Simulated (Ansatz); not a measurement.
A structure relaxed at PBE0-D4/def2-TZVP, charge 0, multiplicity 1:

```xyz
11

C     1.3345   -0.6972   -0.2889
C     0.7202    0.6142    0.0380
C    -0.5813    0.8853    0.2397
B    -1.7084   -0.1404    0.1678
Cl   -3.3621    0.3730    0.4567
H     1.8809   -0.6284   -1.2354
H     0.6048   -1.5009   -0.3621
H     2.0772   -0.9620    0.4711
H     1.4320    1.4366    0.1177
H    -0.8343    1.9181    0.4705
H    -1.5635   -1.2982   -0.0750
```

(1) Give its formula and SMILES.

(2) Point group (tolerance 0.08 Å, 0.16 Å for H)?

(3) Summarise the bond lengths by kind.

## Answers

(1) C3H6BCl, `C/C=C\BCl`.

(2) Cs.

(3) 2 × C–C 1.345 to 1.485 Å; 5 × C–H 1.088 to 1.095 Å; 1 × B–C 1.526 Å; 1 × B–Cl 1.756 Å; 1 × B–H 1.192 Å.

Program: Ansatz 0.2.0.
